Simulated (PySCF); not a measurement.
C₂H₆F₂OSi, SMILES OC[Si@H](F)CF. Atoms are numbered in the order given.

```xyz
12

O     -2.5050     0.2846     0.5603
C     -1.3248    -0.5139     0.4672
Si     0.1324     0.4328    -0.2686
F     -0.0898     0.6929    -1.8673
C      1.7385    -0.5565    -0.0641
F      1.8724    -0.7817     1.3152
H     -2.3264     1.0038     1.1848
H     -1.0310    -0.9569     1.4417
H     -1.5750    -1.3651    -0.1888
H      0.2534     1.7572     0.3935
H      1.7054    -1.5335    -0.5784
H      2.6339    -0.0201    -0.4239
```

Geometry optimised at TPSSh-D3(BJ)/def2-SVP. The structure was generated by enumeration; whether it is a known compound was not checked. The values are those of a single conformer.

All values below come from HF/pcSseg-1 in PySCF.

GIAO shieldings, no solvent; atoms listed in one row are averaged. δ = σ(ref) − σ: ¹⁷O against H2O (σ = 333.0 ppm); ¹³C against TMS (σ = 192.6 ppm); ²⁹Si against TMS (σ = 393.8 ppm); ¹⁹F against CFCl3 (σ = 238.5 ppm); ¹H against TMS (σ = 31.99 ppm), references at their B3LYP-D3(BJ)/def2-TZVP geometries, non-relativistic.

Question: Estimate the chemical shifts. (The exact figures need the calculation; the answer reports its results.)

Answer: 
```csv
nucleus,atoms,count,δ (ppm)
¹⁷O,O1,1,-21.2
¹³C,C5,1,70.0
¹³C,C2,1,49.4
²⁹Si,Si3,1,3.4
¹⁹F,F4,1,-172.1
¹⁹F,F6,1,-269.2
¹H,H10,1,4.86
¹H,H12,1,4.83
¹H,H11,1,4.58
¹H,H9,1,3.83
¹H,H8,1,3.53
¹H,H7,1,0.38
```
